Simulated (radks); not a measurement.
Results of a calculation; reference values are marked as such.
Problem. Level of theory: Dirac Kohn-Sham, BLYP, spin-unpolarised, spherical densities, finite nucleus; open shells fill j = l - 1/2 first; Fermi nuclear charge, rms radius of each element as measured or else 0.836 A^(1/3) + 0.57 fm (a radial shooting solver on a logarithmic mesh with Libxc functionals). Each species is in its NIST ground configuration. Rank Rh2+, Co2+, Ir2+ by mean radius of the outermost orbital (bohr), largest first.

Solution. Ir2+ 1.66, Rh2+ 1.46, Co2+ 1.03.
